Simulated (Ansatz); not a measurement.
Input and output for C$_{5}$H$_{8}$ClCuN$_{2}$ (`Cn1ccn(C)[c+]1[Cu-][Cl]`).

```yaml
crystal:
  periodic: [false, false, false]
  atoms:
    - {symbol: C, position_ang: [2.155698, -0.746250, -0.921191]}
    - {symbol: N, position_ang: [0.626779, -0.721318, -0.934153]}
    - {symbol: C, position_ang: [-0.364166, -0.901245, -1.600909]}
    - {symbol: C, position_ang: [-1.333889, -0.705623, -0.680326]}
    - {symbol: N, position_ang: [-1.198432, 0.081446, 0.336193]}
    - {symbol: C, position_ang: [-1.926739, 0.813850, 1.012182]}
    - {symbol: C, position_ang: [0.182044, 0.109344, 0.203864]}
    - {symbol: Cu, position_ang: [1.440299, 0.944771, 2.001910]}
    - {symbol: Cl, position_ang: [2.117281, 2.034271, 3.411481]}
    - {symbol: H, position_ang: [2.456142, -0.261299, -0.445265]}
    - {symbol: H, position_ang: [2.369027, -0.105205, -1.723392]}
    - {symbol: H, position_ang: [2.339367, -1.922144, -1.019408]}
    - {symbol: H, position_ang: [0.019884, -1.741111, -2.344965]}
    - {symbol: H, position_ang: [-2.226299, -1.125822, -0.975163]}
    - {symbol: H, position_ang: [-2.764024, 0.155348, 1.534342]}
    - {symbol: H, position_ang: [-2.432323, 1.578147, 0.855203]}
    - {symbol: H, position_ang: [-1.345092, 1.085432, 1.683242]}
basis:
  gaussian: {orbitals: def2-SVPD}
hamiltonian: {xc: {name: rPW86-PBE}, dispersion: d3bj}
scf: {lower_state_search: full}
output: {forces: true}
```

```sh
$ ansatz run in.yaml --threads 4 --pin off --events-out ev --progress --plain --max-ram 41984MiB --backend cpu
```

It prints (some lines left out):

```
Functional definition: rPW86-PBE
2383 factors; their error is unknown
mean field evaluation 1: about -65462.7497 eV, gradient 8.7e1 eV
mean field evaluation 2: about -65200.9186 eV, gradient 4.5e2 eV
mean field evaluation 4: about -65438.0748 eV, gradient 1.7e2 eV
mean field evaluation 8: about -65480.8966 eV, gradient 3.4e-1 eV
mean field -65480.77137236 eV, -2406.3739634734 hartree, gradient 3.0e-5 eV, S^2 0.000000; 4 other end points of the search recorded, 0 dependent functions left out
reference -65480.77153162 eV, -2406.3739693259 hartree; 49, 49 occupied and 216, 216 virtual orbitals, 2383 factors
Total energy: -65481.25205042 eV, -2406.3916280661 hartree
Atom 0 at     2.155698    -0.746250    -0.921191 Å, force   -16.880819   -25.924410   -25.461170 eV/Å
Atom 1 at     0.626779    -0.721318    -0.934153 Å, force    10.422212     8.248578    12.317297 eV/Å
Atom 2 at    -0.364166    -0.901245    -1.600909 Å, force    -4.105569    -6.615330    -6.797396 eV/Å
Atom 3 at    -1.333889    -0.705623    -0.680326 Å, force    -7.940582    -2.520221    -5.735932 eV/Å
Atom 4 at    -1.198432     0.081446     0.336193 Å, force    10.868252    -6.089962    -8.990204 eV/Å
Atom 5 at    -1.926739     0.813850     1.012182 Å, force    -8.331422    -5.294924     5.615219 eV/Å
Atom 6 at     0.182044     0.109344     0.203864 Å, force     5.204319     1.393987     3.937121 eV/Å
Atom 7 at     1.440299     0.944771     2.001910 Å, force    -2.829907    -2.859608    -5.041086 eV/Å
Atom 8 at     2.117281     2.034271     3.411481 Å, force     1.729195     2.440344     3.432243 eV/Å
Atom 9 at     2.456142    -0.261299    -0.445265 Å, force    14.239790    22.259107    26.094127 eV/Å
Atom 10 at     2.369027    -0.105205    -1.723392 Å, force     0.946186     0.009435    -3.096106 eV/Å
Atom 11 at     2.339367    -1.922144    -1.019408 Å, force     0.767954     2.777138     0.300364 eV/Å
Atom 12 at     0.019884    -1.741111    -2.344965 Å, force    -2.652580     1.180103     0.080540 eV/Å
Atom 13 at    -2.226299    -1.125822    -0.975163 Å, force    -3.201457    -0.639670    -0.242544 eV/Å
Atom 14 at    -2.764024     0.155348     1.534342 Å, force     1.138897     0.808871    -0.385152 eV/Å
Atom 15 at    -2.432323     1.578147     0.855203 Å, force    -4.711576     7.667647    -3.895627 eV/Å
Atom 16 at    -1.345092     1.085432     1.683242 Å, force     5.337106     3.158914     7.868307 eV/Å
Dipole moment:    -0.856684    -0.936899    -1.448228 e Å
```

Hardware: 4 threads of an AMD EPYC 7R13 on a shared host. Wall time 23 s, peak host memory 0.92 GiB.
